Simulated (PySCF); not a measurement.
## Heteronuclear NMR

Geometry (Å), atoms numbered from 1 in this order:
```xyz
18

C    -1.448    1.546   -0.539
C    -0.926    0.138   -0.356
C    -1.844   -0.738    0.476
O     0.358    0.252    0.267
C     1.271   -0.691   -0.040
F     1.068   -1.860    0.647
C     2.653   -0.167    0.350
F     2.722    0.126    1.640
F     3.578   -1.085    0.075
F     2.933    0.928   -0.352
H    -1.575    2.034    0.439
H    -2.422    1.533   -1.049
H    -0.746    2.146   -1.135
H    -0.776   -0.328   -1.350
H    -1.425   -1.746    0.597
H    -2.831   -0.823   -0.004
H    -1.979   -0.299    1.476
H     1.280   -0.945   -1.119
```

- coordinates at the PBE0-D3(BJ)/def2-SVP level
- NMR shieldings at CAM-B3LYP/pcSseg-1/GIAO
- program: PySCF 2.14.0 with density-fitted response routines
- relativity neglected, no solvent model, one conformer, one averaged value for each set of equivalent atoms

**Question.** Where does 19F resonate?

**Answer.** 
```
    atoms                environment  σ (ppm)  δ (ppm)
F8/F9/F10    fluorine of a CF3 group    275.0    -86.9
       F6  fluorine on an sp3 carbon    334.3   -133.1
```

Shieldings were converted by a linear fit to measured shifts: 19F (scatter 6.5 ppm rms vs CFCl3, solution or neat liquid, with a term for F on sp3 carbon). Occasional misses reach two or three times the rms, and more in compound classes unlike the fitted ones.

On a 600 MHz spectrometer 19F resonates near 564.6 MHz, so 1 ppm is 564.6 Hz.
